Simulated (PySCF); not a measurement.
BaCl, SMILES [Ba+][Cl], charge +1. Atoms are numbered in the order given.

```xyz
2

Ba     0.0000     0.0000    -0.6055
Cl     0.0000     0.0000     1.9945
```
Charge +1, spin multiplicity 1.

Coordinates come from a B3LYP-D3(BJ)/def2-TZVPD optimisation. The spin state was assumed, not searched. The def2 effective core potentials stand for the cores of Ba; spin–orbit coupling is left out.

Method: PBE0/def2-TZVPD (PySCF).

Mulliken values depend strongly on the basis, most of all with diffuse functions as here. ESP charges are fitted to the potential on shells at 1.4 to 2.0 van der Waals radii. Atomic charges (e):

```csv
atom,ESP fit,Mulliken
Ba1,1.46,1.63
Cl2,-0.46,-0.63
```
